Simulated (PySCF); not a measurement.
**Rubidium: a sound run and one with changed settings**

Sound run: Rb²⁺ [Ar] 3d10 4s2 4p5, Rb³⁺ [Ar] 3d10 4s2 4p4. All numbers are calculated (PySCF 2.14, scalar relativity by spin-free X2C-1e, in x2c-SVPall (6s4p5d1f, 50 functions)). In the sound run the correlated levels freeze [Ar] 3d10 4s2. The sound run starts from symmetry-adapted Hartree-Fock orbitals and uses a fine grid where one is needed.

Changed run: no relativity, point nucleus. This setting is unsound on purpose.

```json
{"species": "Rb²⁺", "method": "UHF", "sound run (hartree)": "-2977.67677", "changed run (hartree)": "-2915.45120", "converged": "yes"}
{"species": "Rb²⁺", "method": "TPSS", "sound run (hartree)": "-2979.36879", "changed run (hartree)": "-2917.14746", "converged": "yes"}
{"species": "Rb²⁺", "method": "M06-2X", "sound run (hartree)": "-2979.64598", "changed run (hartree)": "-2917.42096", "converged": "yes"}
{"species": "Rb²⁺", "method": "MP2", "sound run (hartree)": "-2977.73342", "changed run (hartree)": "-2915.50812", "converged": "yes"}
{"species": "Rb²⁺", "method": "CCSD(T)", "sound run (hartree)": "-2977.74139", "changed run (hartree)": "-2915.51627", "converged": "yes"}
{"species": "Rb³⁺", "method": "UHF", "sound run (hartree)": "-2976.19917", "changed run (hartree)": "-2913.99124", "converged": "yes"}
{"species": "Rb³⁺", "method": "TPSS", "sound run (hartree)": "-2977.84205", "changed run (hartree)": "-2915.63887", "converged": "yes"}
{"species": "Rb³⁺", "method": "M06-2X", "sound run (hartree)": "-2978.13238", "changed run (hartree)": "-2915.92530", "converged": "yes"}
{"species": "Rb³⁺", "method": "MP2", "sound run (hartree)": "-2976.23177", "changed run (hartree)": "-2914.02396", "converged": "yes"}
{"species": "Rb³⁺", "method": "CCSD(T)", "sound run (hartree)": "-2976.23798", "changed run (hartree)": "-2914.03029", "converged": "yes"}
```

Ionisation energy of Rb²⁺:

```csv
method,sound run (eV),changed run (eV)
UHF,40.208,39.728
TPSS,41.545,41.051
M06-2X,41.187,40.699
MP2,40.862,40.386
SCS-MP2,40.888,40.412
CCSD,40.897,40.422
CCSD(T),40.910,40.435
```

Most of the change in total energy is the relativistic energy itself. On top of that the contraction fixes the core shape for the Hamiltonian it was made with, so the changed run is not a good calculation with the other Hamiltonian either.

For comparison, NIST gives 39.247 eV between the lowest levels.
